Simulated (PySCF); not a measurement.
Structure from 2D NMR

Compound of formula C₃H₉BO. Correlations simulated from computed shifts and couplings:

HSQC (one-bond C–H):
```csv
δH,δC,"1J(C,H) (Hz)"
3.95,80.4,147
1.61,29.3,133
0.93,11.0,132
```

COSY cross peaks (|J| ≥ 2 Hz):
```csv
δH,δH,abs. J (Hz),bonds
3.95,1.61,8.2,3
1.61,0.93,8.5,3
```

HMBC (two and three bonds, |J| ≥ 2.5 Hz):
```csv
δH,δC [abs. J in Hz]
5.09,80.4 [11.1]
1.61,"80.4 [6.0], 11.0 [3.8]"
0.93,"80.4 [7.5], 29.3 [3.5]"
```

No solvent, rapidly exchanging positions averaged, relativity neglected, one conformer. Structure optimised with PBE0-D3(BJ)/def2-SVP; shieldings: GIAO PBE0/pcSseg-1; B3LYP/pcJ-1 coupling constants (spin–dipole term only in couplings to heteroatoms); PySCF 2.14.0 with density-fitted response routines.

δ = σ(ref) − σ, references computed at the same level: 1H (31.27 ppm) and 13C (184.41 ppm) vs TMS.

Exchangeable hydrogens are left out of these lists, and C,H couplings along chains are those of one rotamer, so weak HMBC peaks may be missing or extra.

Q: Work out the connectivity.

A: SMILES BOCCC.

Atom-mapped SMILES (the numbers label the heavy atoms): `[BH2:1][O:2][CH2:3][CH2:4][CH3:5]` (H(Xn): hydrogen on atom n).

- δC 80.4 is C3, an sp3 CH2 bonded to O (δH 3.95).
- δC 29.3 is C4, an sp3 CH2 (δH 1.61).
- δC 11.0 is C5, a methyl carbon (δH 0.93).
- COSY links 3.95–1.61, 1.61–0.93.

Hydrogens on boron are broadened and split by 11B (spin 3/2, 80 %) and 10B (spin 3). Unscaled 3J(H,H) at this level run about 10 % above measured values. Shifts are as computed. Against solution values, carbons near 30 ppm lie about +2 ppm off and those near 130 ppm about +5 ppm. Of 1313 compounds with measured shifts, 239 miss one by over three times the rms of a fit or turn the order of signals round; such compounds aren't used in these exercises. Across freely rotating sp3–sp3 bonds, 3J(H,H) is taken as (2 J gauche + J anti)/3 from the one conformer, which assumes equal rotamer populations.
